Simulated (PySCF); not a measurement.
A computed series [M(NH2)2]2+

Computed with PySCF 2.14.0, PBE0, def2-SVP on the ligands, density fitting, scalar-relativistic core potentials, no spin-orbit coupling, vacuum. Each member is relaxed from one template within its symmetry. Distances are means of the shortest metal–ligand contacts, charges and spins Mulliken's; removal energies are rigid, with the ligand's formal charge and no counterpoise, so too large; for an anion taken off a cation in vacuum most of it is the attraction of opposite charges, and multiply charged cations can part far more cheaply with an electron moved from ligand to metal. lcecp potentials hold a fixed number of 4f electrons in the core, out of states, spins and gaps.

| metal | basis on the metal | point group | M–NH2 (Å) | charge on M (e) | removal of one NH2 (eV) | strongest infrared band, degenerate modes summed (cm⁻¹) | unstable modes (below −25 cm⁻¹) |
| --- | --- | --- | --- | --- | --- | --- | --- |
| Ce | def2-SVP with ECP28 | C2v | 2.026 | 1.63 | 25.02 | – | 2 |
| Hf | def2-SVP with ECP60 | C2v | 1.913 | 1.61 | 27.47 | 3399 | 0 |
| Pb | def2-SVP with ECP60 | C2 | 2.086 | 1.37 | 28.12 | 3332 | 0 |

Question: Order these by the M–NH2 distance, lowest first.
A. Dy, lcecp-2-SVP with ECP54
B. Nd, lcecp-2-SVP with ECP48
C. Tb, lcecp-2-SVP with ECP53
D. Ce, lcecp-2-SVP with ECP46
E. Pr, lcecp-2-SVP with ECP47

Answer: A (1.956), C (1.965), B (2.019), E (2.031), D (2.037).

Question: What else do they give?

Answer: 
| metal | basis on the metal | point group | M–NH2 (Å) | charge on M (e) | removal of one NH2 (eV) | strongest infrared band, degenerate modes summed (cm⁻¹) | unstable modes (below −25 cm⁻¹) |
| --- | --- | --- | --- | --- | --- | --- | --- |
| Ce | lcecp-2-SVP with ECP46 | C2v | 2.037 | 1.78 | 25.76 | 3387 | 0 |
| Pr | lcecp-2-SVP with ECP47 | C2v | 2.031 | 1.66 | 25.98 | – | 0 |
| Nd | lcecp-2-SVP with ECP48 | C2v | 2.019 | 1.68 | 26.15 | – | 0 |
| Tb | lcecp-2-SVP with ECP53 | C2v | 1.965 | 1.66 | 26.87 | 3385 | 0 |
| Dy | lcecp-2-SVP with ECP54 | C2v | 1.956 | 1.62 | 26.99 | 3386 | 0 |

From Ce to Dy the M–NH2 distance shrinks by 0.08 Å, the lanthanide contraction, and the energy to remove one NH2 rises by 1.23 eV.

Members with unstable modes aren't minima as they stand: saddle points kept by symmetry or, where the modes are soft, flat surfaces and noise. Moved off a saddle point of the template and relaxed again: Ce, Pr, Nd, Tb, Dy, Hf, Pb. One start shape was tried for each, so a minimum needn't be the lowest isomer. Oxidation states forced by the potential, rare, strongly oxidising or of another configuration in reality: [Pr(NH2)2]2+, [Nd(NH2)2]2+, [Tb(NH2)2]2+, [Dy(NH2)2]2+.
